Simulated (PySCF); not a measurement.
Method: PBE0-D3(BJ)/def2-TZVP (PySCF). Isolated molecules, 0 K electronic values unless said otherwise. One relaxed conformer stands for a flexible species; it need not be the lowest. Excitations are Tamm–Dancoff values on a coarser integration grid. The basis has no diffuse functions, so Rydberg states are missing or too high.

Reference species (SMILES): `C/C=C(\O)[SiH3]` (Si–C–O–H torsion 180°) (neutral, multiplicity 1).

```json
{
  "S1 excitation (TDA)": "5.88 eV",
  "T1 excitation (TDA)": "4.02 eV",
  "S1–T1 gap (TDA)": "1.86 eV"
}
```

Changed species: `C/C(O)=C/[SiH3]` (C–C–O–H torsion 180°).

Question: Predict the effect on the S1 excitation (TDA), T1 excitation (TDA) and S1–T1 gap (TDA).

Answer: the S1 excitation (TDA) increases by 0.09 eV, to 5.97 eV; the T1 excitation (TDA) stays essentially unchanged; the S1–T1 gap (TDA) rises by 0.10 eV, to 1.96 eV.
